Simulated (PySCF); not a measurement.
**Working with the constants of ZrSe**

r²SCAN0 constants of ZrSe, ³Δ (triplet), unpaired electrons σ ↑, δ ↑ (basis Zr def2-TZVPP with ECP28, Se def2-TZVPP; scalar-relativistic core potentials; PySCF 2.14; masses 89.9047 and 79.9165 u):

* ωe: 378.2 cm⁻¹
* ωexe: 0.688 cm⁻¹
* Be: 0.074241 cm⁻¹
* αe: 0.000177 cm⁻¹

**Question.** What force constant and bond length do these constants imply?

**Answer.** Reduced mass μred = 42.308 u; k = 5.8918×10⁻⁷·μred·ωe² (u, cm⁻¹, mdyn/Å) = 3.57 mdyn/Å; Re = √(16.8576/(μred·Be)) (u, cm⁻¹, Å) = 2.317 Å.

**Question.** Estimate the centrifugal constant D from the Kratzer relation and find the Dunham coefficient a1.

**Answer.** D = 4Be³/ωe² = 1.14e-08 cm⁻¹; a1 = −1 − αeωe/(6Be²) = -3.02.

De is left out where the level can put another filling of the metal’s s and d shells below the measured ground configuration, by anything from nothing to about 1 eV. Spin–orbit coupling is left out, which matters for elements this heavy, above all for dissociation energies. The state is the lowest single determinant that the PBE0 search found; with open d or f shells the true ground state can be another one.
